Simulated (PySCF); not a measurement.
IRb. Atoms are numbered in the order given.

```xyz
2

Rb     0.0000     0.0000    -1.9214
I      0.0000     0.0000     1.3413
```

Geometry optimised at B3LYP-D3(BJ)/def2-TZVPD. The def2 effective core potentials stand for the cores of I, Rb; spin–orbit coupling is left out.

The numbers are results of PySCF with ωB97X/def2-TZVPD, not measurements.

Mulliken values depend strongly on the basis, most of all with diffuse functions as here. ESP charges are fitted to the potential on shells at 1.4 to 2.0 van der Waals radii. Atomic charges (e):

```json
[
 {"atom": "Rb1", "ESP fit": "0.75", "Mulliken": "0.90"},
 {"atom": "I2", "ESP fit": "-0.75", "Mulliken": "-0.90"}
]
```
